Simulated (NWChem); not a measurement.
Species: ammonia (NH$_{3}$); SMILES N

```xyz
4

N      0.0000     0.0000     0.1388
H      0.6618     0.6618    -0.2664
H      0.2422    -0.9040    -0.2664
H     -0.9040     0.2422    -0.2664
```
Atoms are numbered in this order, from 1.

All runs use the structure optimised with PBE0/def2-SVP. Not confirmed as a minimum by frequencies.

Q: Give the principal values of the shielding tensors (ppm) of N1 from KT2/pcSseg-1, GIAO (NWChem), with their diamagnetic and paramagnetic parts as GIAO splits them.

A: 
| atom | σ11 | σ22 | σ33 | isotropic | diamagnetic | paramagnetic |
|---|---|---|---|---|---|---|
| N1 | 228.0 | 282.4 | 282.4 | 264.3 | 311.6 | -47.4 |
